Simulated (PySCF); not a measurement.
Task: What does the PBE0-D3(BJ)/def2-SVP structure of InChI=1S/C3H7Cl3O2Si/c1-7-9(8-2)3(4,5)6/h9H,1-2H3 look like in three dimensions?

Result: 
Z-matrix in Å and degrees, rows numbered from 1:
```
C 
O   1  1.4026
Si  2  1.6424  1  131.03
O   3  1.6353  2  108.99  1  -169.52
C   4  1.4065  3  127.57  2    56.78
C   3  1.9268  2  108.17  1   -49.88
Cl  6  1.7879  3  108.24  2    73.29
Cl  6  1.7762  3  109.49  2  -167.22
Cl  6  1.7829  3  110.10  2   -46.32
H   1  1.1025  2  111.41  3    66.02
H   1  1.0999  2  108.34  3  -174.71
H   1  1.1036  2  111.92  3   -55.39
H   3  1.4796  2  114.54  1    69.48
H   5  1.1024  4  111.69  3   -45.94
H   5  1.1027  4  110.98  3    75.44
H   5  1.0997  4  108.34  3  -165.56
```

Of the pairs four or more bonds apart, C1···Cl7 is among the closest relative to their van der Waals radii: 3.51 Å, 102 % of the sum of Bondi's values. Si3 (oxygen-bound silicon) is distorted tetrahedral (angles from 107.1° to 114.5°).

Theory: PySCF 2.14.0, PBE0-D3(BJ)/def2-SVP geometry optimisation, gas phase.

Point group: C1 (no symmetry element, even within 0.4 Å). No PBE0-D3(BJ)/def2-SVP frequencies stand behind this structure, so it isn't proved a minimum. The numbers are those of one conformer (C1–O2–Si3–O4 -170°, O2–Si3–O4–C5 57°).
